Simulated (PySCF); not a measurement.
A small calculation by hand: oscillator strength and radiative lifetime

C2H7InO2, SMILES [CH2](C)[In]([OH])[OH].

Geometry optimised at B3LYP-D3(BJ)/def2-SVP. The structure was generated by enumeration; whether it is a known compound was not checked. The def2 effective core potentials stand for the cores of In; spin–orbit coupling is left out. Other conformers were not sampled.

PySCF with TDA-PBE/def2-SVPD puts the first singlet state with f over 0.02 at 4.94 eV (vertical), with the transition dipole (-0.413, -0.125, 0.368) in atomic units.

Task: Find the oscillator strength, the wavelength and the radiative lifetime that this transition would have in vacuum if emission retraced absorption.

Result: 
|μ|² = 0.3216 au, so |μ| = 1.44 D. ΔE = 4.94/27.211 = 0.1815 hartree. f = (2/3) ΔE |μ|² = 0.039 (the program prints 0.039).
λ = 1239.84/4.94 = 251 nm; ν = 39844 cm⁻¹.
Einstein's coefficient A = 0.6670 ν² f s⁻¹ (ν in cm⁻¹) = 4.1e7 s⁻¹, so τ = 1/A = 24 ns. This state is S2; the lower singlet has f = 0.000. The figure is the radiative limit of this one transition; relaxation, internal conversion, crossing to triplets and a medium change what is measured.
